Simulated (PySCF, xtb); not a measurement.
Cl2HSi, SMILES [SiH](Cl)Cl (connectivity only; charge and spin as stated), charge +1, multiplicity 1.

Geometry: PBE0-D3(BJ)/def2-TZVP. The multiplicity is an assumed one; other spin states were not compared. The isomer is the one that the SMILES or the coordinates give; other isomers of the formula were not compared.

These are C-PCM-B3LYP/def2-SVP run with PySCF values and carry that method's errors.

The values are the electrostatic part of the solvation free energy, E(continuum) − E(gas) at the gas-phase geometry, in a cavity of scaled van der Waals radii (PySCF's table); cavitation and dispersion terms are not included. In vacuum the orbital gap is 6.57 eV.

| solvent | ε | ΔG(elec) (kcal/mol) | gap (eV) |
|---|---|---|---|
| water | 78.36 | -59.0 | 6.78 |
| tetrahydrofuran | 7.43 | ___ | ___ |
| methanol | 32.61 | -58.0 | 6.78 |

Task: Some entries are withheld; supply them. (The exact figures need the calculation; the answer reports its results.)

Result: 
- tetrahydrofuran, ΔG(elec) (kcal/mol): -51.7
- tetrahydrofuran, gap (eV): 6.75

For comparison, GFN2-xTB/ALPB(water) (xtb, at the GFN2-xTB geometry, all terms of that model) gives -51.9 kcal/mol.
